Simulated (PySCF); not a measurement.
H4N2OSW, multiplicity 1. Atoms are numbered in the order given.

```xyz
9

W     -0.0428     0.0550    -0.1285
N      0.9697    -0.2523    -1.5139
H      1.7449    -0.7048    -1.9910
S      0.6275    -1.0194     1.6087
O     -1.8333    -0.4164    -0.5323
H     -2.1592    -0.6438    -1.4090
N      0.1309     1.9551     0.1959
H      0.5602     2.6131    -0.4465
H     -0.0529     2.3849     1.0989
```
Charge 0, spin multiplicity 1.

Geometry: PBE0-D3(BJ)/def2-SVP. The multiplicity is an assumed one; no other spin state was optimised. The structure was generated by enumeration; whether it is a known compound was not checked. The def2 effective core potentials stand for the cores of W; spin–orbit coupling is left out. The values are those of a single conformer.

All values below come from r2SCAN/def2-TZVP (PySCF).

ESP charges are fitted to the potential on shells at 1.4 to 2.0 van der Waals radii. Atomic charges (e):

```
atom  Mulliken  ESP fit
----  --------  -------
W1        1.24     0.91
N2         [?]    -0.67
H3        0.25     0.37
S4       -0.42    -0.36
O5         [?]    -0.57
H6         [?]     0.41
N7         [?]    -0.83
H8        0.27     0.37
H9        0.26     0.37
```

Task: Fill in the missing entries. (The exact figures need the calculation; the answer reports its results.)

Result: 
- N2, Mulliken: -0.61
- O5, Mulliken: -0.63
- H6, Mulliken: 0.35
- N7, Mulliken: -0.71
